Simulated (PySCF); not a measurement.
Sb(F)2(TeH) (F2HSbTe), SMILES [F][Sb]([F])[TeH].

The structure is a stationary point at B3LYP-D3(BJ)/def2-SVP. The def2 effective core potentials stand for the cores of Sb, Te; spin–orbit coupling is left out.

Calculation: B3LYP-D3(BJ)/def2-SVP run with PySCF 2.14.0.

Frequencies are harmonic and unscaled.

```json
[
 {"mode": "1", "ν (cm⁻¹)": "32", "IR (km/mol)": "0.1", "Raman (Å⁴/amu)": "7.3", "depolarisation": "0.75", "moving atoms (share of kinetic energy)": "H 53 %, F 40 %"},
 {"mode": "2", "ν (cm⁻¹)": "125", "IR (km/mol)": "4.5", "Raman (Å⁴/amu)": "2.6", "depolarisation": "0.38", "moving atoms (share of kinetic energy)": "F 70 %, Te 25 %"},
 {"mode": "3", "ν (cm⁻¹)": "150", "IR (km/mol)": "0.1", "Raman (Å⁴/amu)": "7.7", "depolarisation": "0.75", "moving atoms (share of kinetic energy)": "F 48 %, H 44 %"},
 {"mode": "4", "ν (cm⁻¹)": "196", "IR (km/mol)": "25.0", "Raman (Å⁴/amu)": "10.3", "depolarisation": "0.23", "moving atoms (share of kinetic energy)": "Sb 53 %, Te 31 %, F 14 %"},
 {"mode": "5", "ν (cm⁻¹)": "212", "IR (km/mol)": "10.4", "Raman (Å⁴/amu)": "2.8", "depolarisation": "0.42", "moving atoms (share of kinetic energy)": "F 82 %, Sb 15 %"},
 {"mode": "6", "ν (cm⁻¹)": "533", "IR (km/mol)": "3.6", "Raman (Å⁴/amu)": "13.8", "depolarisation": "0.66", "moving atoms (share of kinetic energy)": "H 96 %"},
 {"mode": "7", "ν (cm⁻¹)": "622", "IR (km/mol)": "61.7", "Raman (Å⁴/amu)": "5.2", "depolarisation": "0.75", "moving atoms (share of kinetic energy)": "F 86 %, Sb 14 %"},
 {"mode": "8", "ν (cm⁻¹)": "631", "IR (km/mol)": "79.2", "Raman (Å⁴/amu)": "7.9", "depolarisation": "0.05", "moving atoms (share of kinetic energy)": "F 86 %, Sb 14 %"},
 {"mode": "9", "ν (cm⁻¹)": "2088", "IR (km/mol)": "48.5", "Raman (Å⁴/amu)": "176.5", "depolarisation": "0.35", "moving atoms (share of kinetic energy)": "H 99 %"}
]
```
